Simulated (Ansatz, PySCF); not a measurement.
Spin states of Cl2W (SMILES [Cl][W][Cl]), each relaxed with B3LYP-D3(BJ)/def2-TZVP.
State 1 (charge 0, multiplicity 5):
| atom | x (Å) | y (Å) | z (Å) |
|---|---|---|---|
| W | 0.4833 | 0.1106 | 0.0250 |
| Cl | -0.4116 | 1.5264 | -1.5303 |
| Cl | -0.1049 | -1.5896 | 1.4350 |
State 2 (charge 0, multiplicity 1):
```xyz
3

W     -0.0053     0.0169    -0.0229
Cl    -0.1719     1.6220    -1.5527
Cl     0.1440    -1.5915     1.5053
```

| level | energy of the multiplicity-1 state less that of the multiplicity-5 state (kcal/mol) | cost |
|---|---|---|
| SVWN5/def2-TZVPP | 20.89 | ×0.6 |
| PBE/def2-TZVPP | 29.30 | ×1 |
| PBE-D4/def2-TZVPP | 29.33 | ×1 |
| BLYP-D4/def2-TZVPP | 18.73 | ×2 |
| r2SCAN-D3(BJ)/def2-TZVPP | 39.74 | ×2 |
| PBE0/def2-TZVPP | 34.75 | ×0.8 |
| PBE0-D3(BJ)/def2-TZVPP | 34.77 | ×0.8 |
| BHLYP-D3(BJ)/def2-TZVPP | 27.41 | ×0.6 |
| wB97X-V/def2-TZVPP | 19.65 | ×3 |
| wB97M-V/def2-TZVPP | 22.81 | ×4 |
| B2PLYP-D3(BJ)/def2-TZVPP | 22.57 | ×1 |
| CCSD/def2-QZVPP | 27.88 | - |
| CCSD(T)/def2-SVP | 25.82 | ×1 |
| CCSD(T)/CBS(def2-TZVPP, def2-QZVPP) | 21.86 | ×90 |

The rows run from 18.73 (BLYP-D4/def2-TZVPP) to 39.74 kcal/mol (r2SCAN-D3(BJ)/def2-TZVPP). The dispersion term adds 0.03 in PBE-D4, 0.03 in PBE0-D3(BJ). The 5 functionals in def2-TZVPP without D3 or D4 span 15.10, from wB97X-V to PBE0.

Singlets are restricted, other states unrestricted; no spin–orbit coupling, no relativity up to Kr; see below for the cores. The largest T1 diagnostic is 0.023.

Correlated levels freeze the inner cores; with def2 sets outer-core shells near the valence are correlated too. CBS(a, b) extrapolates the correlation energy as X⁻³ and adds the Hartree–Fock energy of set b.

Doubts at one or more of the structures used: a restricted determinant that unrestricted orbitals would lower (B2PLYP-D3(BJ)/def2-TZVPP, CCSD/def2-QZVPP, CCSD(T)/def2-SVP, CCSD(T)/CBS(def2-TZVPP, def2-QZVPP)).

Run with Ansatz (Gaussian basis) for Hartree–Fock, density functionals and correlated methods; PySCF for the dispersion terms. Values without a source in brackets are computed. In def2 rows elements past Kr take small-core potentials, without spin–orbit coupling.

Costs are rough ratios of core time to PBE/def2-TZVPP (about 70 s over the structures, on one shared machine); a dash marks a level with no comparable run of its own.

Ansatz is a quantum-chemistry and plane-wave program.
